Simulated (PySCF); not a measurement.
Species: C₅H₁₂OSi₂.
Structure used (PBE0-D3(BJ)/def2-SVP), in Å, numbered top down from 1:
```xyz
20
C5H12OSi2 angstrom
C      2.0028   -0.5673    1.4856
C      1.7028    0.2525    0.4686
C      2.7308    0.7633   -0.4999
Si    -0.0816    0.7585    0.2319
C     -0.9000   -0.0101   -1.3004
C     -2.3725   -0.3000   -0.9332
Si    -2.3888   -0.7616    0.9049
O     -1.0434    0.0912    1.4405
H      3.0300   -0.9104    1.6623
H      1.2338   -0.9187    2.1808
H      2.7694    1.8658   -0.4973
H      3.7381    0.3875   -0.2623
H      2.4930    0.4636   -1.5350
H     -0.2038    2.2504    0.2465
H     -0.8105    0.6066   -2.2092
H     -0.3661   -0.9543   -1.5072
H     -2.9815    0.6133   -1.0513
H     -2.8270   -1.0644   -1.5840
H     -3.6139   -0.3154    1.6302
H     -2.1956   -2.2244    1.1456
```

Computed with PySCF 2.14.0, density-fitted response routines, TDDFT B3LYP/def2-SVPD, vertical, gas phase, core orbitals frozen in the response.

Transition dipole moments from the ground state, in atomic units and in the frame of the coordinates above (overall signs are arbitrary), for the states with f of 0.002 or more among the lowest 7:

```tsv
state	E (hartree)	μx	μy	μz
S1	0.2354	-0.185	-0.025	-0.185
S2	0.2390	0.283	-0.370	0.243
S3	0.2409	-0.550	0.317	-0.640
S4	0.2481	0.198	-0.106	0.098
S5	0.2542	-0.062	-0.017	-0.115
S6	0.2588	-0.231	0.472	-0.537
S7	0.2597	0.145	-0.186	0.268
```

Q: What oscillator strength does each state have?

A: f = (2/3) ΔE |μ|² with ΔE in hartree (27.2114 eV).

```csv
state,|μ|² (au),|μ| (D),f
S1,0.069,0.67,0.011
S2,0.276,1.34,0.044
S3,0.812,2.29,0.130
S4,0.060,0.62,0.010
S5,0.017,0.33,0.003
S6,0.565,1.91,0.097
S7,0.127,0.91,0.022
```

Q: Which bond between heavy atoms lies closest to the direction of the S3 transition dipole?

A: C1–C2, at 27° from it; next C6–Si7 and C2–Si4 at 40°.

Q: What angle do the transition dipoles of S1 and S3 make?

A: |cos θ| = |μa·μb| / (|μa| |μb|) = 0.90, so θ ≈ 26° (taken between 0 and 90°, since the signs are arbitrary).

Q: What peak molar absorption coefficient would the strongest computed level give as a lone Gaussian band 0.4 eV wide at half height?

A: ε(max) = 2.175×10⁸ f / FWHM, with the width in cm⁻¹. S3: 2.175×10⁸ × 0.1305 / 3226 ≈ 8800 L mol⁻¹ cm⁻¹.

All these states lie below the vertical ionisation energy of 9.13 eV (ΔSCF).

One conformer stands for the species.
